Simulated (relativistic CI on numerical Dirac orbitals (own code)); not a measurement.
# C5+: sensitivity of the levels to the model

Base calculation: Dirac-Coulomb-Breit CI, orbitals from a KLI potential per configuration, model QED (radiative potential, 1s self-energy scaled to tabulated hydrogen-like ionisation energies).

CI space: 1s, 2s, 2p, 3s, 3p, 3d, 4s, 4p, 4d, 4f, 5s, 5p, 5d, 5f, 5g, 6s, 6p, 6d. Levels of other configurations are missing.

Variants: (1) QED terms removed; (2) non-relativistic limit. Shifts of the energy above 1s 2S_1/2, in eV, for the lowest level and the first level of each name with at least 55 % of one term (blank where a level changes its place among those of its configuration and J or its character, or is not in the variant):

```
     Level     Base    Δ(1)    Δ(2)
 1s 2S_1/2    0.000   0.000   0.000
2p 2P°_1/2  367.474  +0.024  -0.137
 2s 2S_1/2  367.477  +0.021  -0.140
2p 2P°_3/2  367.533  +0.024  -0.196
3p 2P°_1/2  435.547  +0.024  -0.185
 3s 2S_1/2  435.548  +0.023  -0.186
 3d 2D_3/2  435.564  +0.024  -0.202
3p 2P°_3/2  435.564  +0.024  -0.202
 3d 2D_5/2  435.570  +0.024  -0.208
4p 2P°_1/2  459.370  +0.024  -0.199
 4s 2S_1/2  459.370  +0.024  -0.199
 4d 2D_3/2  459.377  +0.024  -0.206
4p 2P°_3/2  459.377  +0.024  -0.206
4f 2F°_5/2  459.380  +0.024  -0.209
 4d 2D_5/2  459.380  +0.024  -0.209
4f 2F°_7/2  459.381  +0.024  -0.210
5p 2P°_1/2  470.395  +0.024  -0.204
 5s 2S_1/2  470.396  +0.024  -0.205
 5d 2D_3/2  470.399  +0.024  -0.208
5p 2P°_3/2  470.399  +0.024  -0.208
5f 2F°_5/2  470.400  +0.024  -0.209
 5d 2D_5/2  470.400  +0.024  -0.209
```
